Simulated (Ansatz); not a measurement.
```xyz
11

F    -1.141    0.949    2.127
Si   -0.816    1.258    0.580
C     0.690    0.260    0.018
C     0.456   -1.224   -0.329
S    -0.700   -1.607   -1.727
Zn   -2.013   -0.004   -0.990
H    -0.536    2.713    0.486
H     1.474    0.323    0.784
H     1.073    0.778   -0.869
H     1.403   -1.676   -0.631
H     0.111   -1.769    0.551
```

Charge 0, multiplicity 1.

List the PBE0/def2-TZVPP orbital energies in eV (the Gaussian-basis code of Ansatz). (An estimate is asked.)

The calculation gave: Occupied: -9459.50, -2421.66, -1803.40, -1152.99, -1015.34, -1015.33, -1015.26, -673.62, -279.19, -278.35, -216.96, -160.80, -160.70, -160.62, -145.61, -133.76, -100.32, -100.26, -100.24, -89.61, -89.56, -89.42, -32.95, -22.16, -19.26, -16.81, -15.30, -14.92, -14.89, -14.75, -14.69, -14.61, -12.98, -12.65, -12.49, -12.08, -11.69, -10.69, -9.62, -9.07, -8.53, -6.65, -6.52. Lowest empty: -2.17, -1.21, 0.33, 1.20, 1.34, 1.72, 2.10, 2.16.
